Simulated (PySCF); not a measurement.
# Correlation energy of Mg (magnesium, neutral)

[Ne] 3s1 4s1, high-spin 3S determinant (an excited configuration). Calculation: PySCF 2.14, in x2c-QZVPPall with one added diffuse shell each of s, p, d, f type (10s7p6d3f, 82 functions); scalar relativity by spin-free X2C-1e. Frozen: 1s2; 10 electrons correlated.

```csv
level,correlation energy (mhartree)
CCSD,-268.73
(T),-2.61
CCSD(T),-271.34
```

Diagnostics: T1 = 0.010, D1 = 0.0436, largest double amplitude 0.049.

**Question.** Is a single reference adequate?

**Answer.** Yes: T1 lies below 0.03 and no double amplitude reaches 0.07.

This basis was not built for core-valence correlation, so the inner-shell part is incomplete.
